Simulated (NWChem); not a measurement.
**Electron attachment to HO4S**

SMILES: [O]S(=O)(=O)O
```xyz
6

O      0.8873    -0.3584     1.1487
S     -0.0510    -0.1086     0.0000
O      0.8873    -0.3584    -1.1487
O     -1.3262    -0.7799     0.0000
O     -0.3996     1.4659     0.0000
H      0.4251     1.9846     0.0000
```
Charge 0, spin multiplicity 2.

Everything below was run with NWChem. All single points use one geometry, from UB3LYP/def2-SVP, a minimum by its harmonic frequencies.

Basis set: def2-SVPD. The species with one electron more has spin multiplicity 1 and keeps the geometry of the parent. Δ marks differences of total energies (open shells unrestricted). −ε marks an orbital energy of the parent. That orbital need not have the symmetry of the hole or added electron in the Δ rows. The basis adds only a small set of diffuse functions.

B3LYP has NWChem's definition, with VWN1-RPA local correlation. The structure started from a generated list of species. The unpaired electrons of the parent sit in orbitals of symmetry a" (Cs labels of the run); other states weren't searched. The stability of the SCF solutions was not checked. Open-shell Hartree-Fock references start from PBE0 orbitals.

**Question.** For the vertical electron affinity, −ε(beta LUMO) of B3LYP gives 6.90 eV and −ε(beta LUMO) of BHandHLYP gives 5.35 eV. What do ΔB3LYP, ΔBHandHLYP, −ε(beta LUMO) of HF give?

**Answer.** ΔB3LYP: 4.27 eV; ΔBHandHLYP: 4.44 eV; −ε(beta LUMO) of HF: 1.61 eV.
